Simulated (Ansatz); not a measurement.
A structure relaxed at r2SCAN-D4/def2-SVP in Ansatz, charge 0, singlet:

```
atom    x (Å)    y (Å)    z (Å)
 Ti1  -0.3492  -0.0304  -0.1447
  O2   1.3105  -0.5957  -0.2258
  H3   1.8785  -1.2006  -0.7193
  O4  -0.4690   1.1740   1.1401
  H5   0.1942   1.5306   1.7464
 Cl6  -1.6699  -1.7426   0.2878
 Cl7  -0.8952   0.8647  -2.0846
```

Task: Give its formula, name or SMILES and point group.

Result: Ti(OH)2Cl2 (TiCl2O2H2). Point group Cs (tolerance 0.1 Å).

Task: Summarise the bond lengths by kind (pairs closer than 1.2 times the sum of covalent radii, bridged metal pairs left out).

Result: 2 × O–Ti 1.76 to 1.77 Å; 2 × Cl–Ti 2.21 Å; 2 × H–O 0.97 Å. The metal has 4 neighbours: O 1.76 Å, O 1.77 Å, Cl 2.21 Å, Cl 2.21 Å.
